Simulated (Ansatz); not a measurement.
```xyz
10

C    -0.811   -0.541   -1.028
Si    0.302    0.212    0.228
O    -0.359    0.324    1.721
O     1.642   -0.707    0.307
Cl    0.779    2.145   -0.343
H    -1.712    0.061   -1.159
H    -1.105   -1.543   -0.710
H    -0.304   -0.618   -1.992
H    -0.714    1.173    1.985
H     2.283   -0.506    0.991
```

Total charge 0; spin multiplicity 1.

List the PBE/def2-TZVPP orbital energies in eV (Ansatz). (Estimate.)

Computed: Occupied: -2738.67, -1780.98, -510.48, -510.47, -268.69, -249.26, -189.94, -189.80, -189.80, -138.50, -95.30, -95.24, -95.18, -25.58, -25.03, -20.27, -17.50, -14.16, -13.00, -11.16, -10.12, -9.94, -9.57, -9.04, -8.58, -8.31, -7.61, -7.57, -7.45. Lowest empty: -0.22, 0.45, 0.86, 1.24, 1.91, 2.18, 2.30, 2.43.
